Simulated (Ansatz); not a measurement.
C$_{2}$F$_{2}$GeN$_{2}$O$_{2}$, SMILES `O=C=[N][Ge]([F])([F])[N]=C=O`. The species carries charge 0 and has multiplicity 1. The structure was optimised at the PBE0-D4/def2-TZVP level. It is one conformer, not always the lowest.

```xyz
9

O    -2.218    1.610   -2.238
C    -1.546    1.031   -1.497
N    -0.911    0.361   -0.717
Ge    0.683    0.449    0.088
F     0.799    1.870    1.021
F     1.929    0.544   -1.071
N     0.977   -0.957    1.138
C     0.390   -1.962    1.460
O    -0.104   -2.945    1.817
```

**Question.** What is the dipole moment at B3LYP/def2-TZVPP? (An estimate is asked.)

**Answer.** Ansatz gave: 0.58 D, with components (-0.35, -0.45, 0.10) D in this frame, pointing from negative to positive charge.

**Question.** And with PBE, r2SCAN, ωB97M-V? (Best estimate.)

**Answer.** The calculation gave: PBE 0.55 D, r2SCAN 0.58 D, ωB97M-V 0.59 D.

**Question.** Give the Mulliken charges with B3LYP, PBE, ωB97M-V in def2-TZVPP. (Best estimate.)

**Answer.** Ansatz gave: 
```json
{"atom": "O1", "B3LYP": "-0.16", "PBE": "-0.12", "ωB97M-V": "-0.18"}
{"atom": "C2", "B3LYP": "0.26", "PBE": "0.19", "ωB97M-V": "0.34"}
{"atom": "N3", "B3LYP": "-0.28", "PBE": "-0.21", "ωB97M-V": "-0.33"}
{"atom": "Ge4", "B3LYP": "0.99", "PBE": "0.84", "ωB97M-V": "1.00"}
{"atom": "F5", "B3LYP": "-0.32", "PBE": "-0.28", "ωB97M-V": "-0.32"}
{"atom": "F6", "B3LYP": "-0.32", "PBE": "-0.28", "ωB97M-V": "-0.32"}
{"atom": "N7", "B3LYP": "-0.26", "PBE": "-0.20", "ωB97M-V": "-0.32"}
{"atom": "C8", "B3LYP": "0.26", "PBE": "0.18", "ωB97M-V": "0.33"}
{"atom": "O9", "B3LYP": "-0.16", "PBE": "-0.12", "ωB97M-V": "-0.19"}
```

B3LYP here is the variant with VWN-RPA as its local correlation; programs differ in this.
